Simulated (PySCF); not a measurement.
## Worked example: entropy of an ideal gas

Zr(H)3(SH) (H4SZr), SMILES [SH][ZrH3], multiplicity 1.

Coordinates come from a PBE0-D3(BJ)/def2-TZVP optimisation. The spin state was assumed, not searched. The def2 effective core potentials stand for the cores of Zr; spin–orbit coupling is left out.

PBE0-D3(BJ)/def2-TZVP run with PySCF gives the harmonic wavenumbers 123, 265, 345, 365, 508, 551, 605, 630, 1679, 1684, 1725, 2618 cm⁻¹ and the rotational temperatures 2.1782, 0.1638, 0.1617 K. The molar mass is 127.32 g/mol, the symmetry number 1, the spin multiplicity 1.

Task: Work out the entropy at 298.15 K and 1 atm in the rigid-rotor, harmonic-oscillator model.

Result: 
Translation (Sackur–Tetrode at 1 atm): S = R[1.5 ln M + 2.5 ln T − 1.16487] = 169.2 J/(mol K).
Rotation: q = (√π/σ) T^1.5/√(θA θB θC) = 38000, S = R[ln q + 3/2] = 100.1 J/(mol K).
Vibration: with u = 1.4388 ν/T, each mode gives R[u/(e^u − 1) − ln(1 − e^−u)]:
```
ν (cm⁻¹)  modes     u  S (J/(mol K))
--------  -----  ----  -------------
123           1  0.59          12.77
265           1  1.28           6.81
345           1  1.66           4.97
365           1  1.76           4.61
508           1  2.45           2.67
551           1  2.66           2.27
605           1  2.92           1.85
630           1  3.04           1.68
1679          1  8.10           0.02
1684          1  8.13           0.02
1725          1  8.32           0.02
```
The stiffer modes add less than 0.005 each. Sum 37.7 J/(mol K).
Spin: R ln 1 = 0.0 J/(mol K).
Total 307.0 J/(mol K); the program's own thermochemistry gives 307.0. Translation makes up 55 % and vibration 12 %. Anharmonicity, hindered rotation and orbital degeneracy are left out.
